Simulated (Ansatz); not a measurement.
Gas-phase electronic energies from Ansatz, PBE0-D4/def2-TZVP geometries. CCSD(T)/CBS adds triple-zeta CCSD(T) − MP2 to the extrapolated MP2 energy (def2 sets, frozen cores). Functionals use def2-TZVPP. B3LYP here is the variant with VWN-RPA as its local correlation; programs differ in this. For Ge, Se outer-core shells are correlated without core-valence functions, which leaves a few kJ/mol of doubt a bond. Scalar relativity is left out up to krypton. One conformer a species, not always the lowest.

Consider the redistribution: `C[Se][SiH](F)Cl` + `C[NH][GeH3]` → `C[Se]C` + `F[SiH](Cl)[NH][GeH3]`.

Is it downhill or uphill in electronic energy at CCSD(T)/CBS, and by how much? (Estimate.)

Ansatz gave: Downhill: ΔE = -0.69 eV.

What do these levels give: ωB97M-V, B2PLYP, r2SCAN, PBE0, B3LYP, MP2/def2-TZVPP, SCS-MP2/def2-TZVPP, CCSD/def2-TZVPP, CCSD(T)/def2-TZVPP, MP2/def2-QZVPP, SCS-MP2/def2-QZVPP, CCSD/CBS(def2)? (Estimate.)

The calculation gave: ωB97M-V -0.70, B2PLYP -0.71, r2SCAN -0.65, PBE0 -0.61, B3LYP -0.68, MP2/def2-TZVPP -0.75, SCS-MP2/def2-TZVPP -0.76, CCSD/def2-TZVPP -0.75, CCSD(T)/def2-TZVPP -0.74, MP2/def2-QZVPP -0.72, SCS-MP2/def2-QZVPP -0.74, CCSD/CBS(def2) -0.70 eV.

Largest T1 diagnostic among the species: 0.011.

In def2-TZVPP, CCSD(T) changes the Hartree–Fock value by +0.04 eV (the triples alone add +0.02 eV) and MP2 by +0.03 eV. From PBE to PBE0 (25 % exact exchange), in def2-TZVPP and without D4, ΔE moves by −0.05 eV.
